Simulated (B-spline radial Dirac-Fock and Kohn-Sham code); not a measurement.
**Compton profile of Er⁵²⁺**

System: the Er⁵²⁺ ion, [Ne] 3s2 3p4.

Model: the impulse approximation on relativistic Hartree-Fock (Dirac-Fock) wave functions, averaged over the configuration. Program: a radial B-spline solver. pz is in atomic units of momentum; subshell profiles are per electron, for a selection of subshells; open shells are spread over both j values by their weights.

```
 pz   J total   J 1s1/2   J 2p1/2   J 3s1/2   J 3p3/2
  0    0.5751    0.0113    0.0195    0.0787    0.0488
0.5    0.5737    0.0113    0.0195    0.0781    0.0488
0.6    0.5731    0.0113    0.0195    0.0778    0.0488
0.8    0.5716    0.0113    0.0195    0.0772    0.0488
  1    0.5697    0.0113    0.0195    0.0763    0.0488
1.2    0.5673    0.0113    0.0195    0.0753    0.0488
1.4    0.5646    0.0113    0.0195    0.0741    0.0488
1.6    0.5614    0.0113    0.0195    0.0727    0.0488
1.8    0.5578    0.0113    0.0195    0.0712    0.0487
  2    0.5539    0.0113    0.0195    0.0695    0.0487
2.5    0.5424    0.0113    0.0195    0.0648    0.0484
  3    0.5288    0.0113    0.0195    0.0596    0.0479
  4    0.4962    0.0112    0.0195    0.0481    0.0463
  5    0.4584    0.0111    0.0194    0.0368    0.0435
  7    0.3770    0.0110    0.0192    0.0191    0.0344
 10    0.2705    0.0107    0.0184   0.00828    0.0182
 15    0.1686   0.00996    0.0157   0.00702   0.00417
 20    0.1162   0.00906    0.0121   0.00420   0.00251
 30   0.05557   0.00704   0.00564  0.000535   0.00179
 40   0.02773   0.00515   0.00233  0.000249  0.000719
 60  0.008943   0.00251  0.000420  0.000174  9.87e-05
100  0.001649  0.000596  2.99e-05  3.51e-05  4.27e-06
```

J(0) = 0.5751. The 3s1/2 subshell gives the largest part, 27 %.

Mean momentum ⟨p⟩ by subshell (a.u.): 1s1/2 68.1, 2s1/2 24.7, 2p1/2 32.6, 2p3/2 29.6, 3s1/2 13.8, 3p1/2 16.4, 3p3/2 15.5.

Values without a named source are computed, but for edge energies of neutral atoms, which are taken from tables.
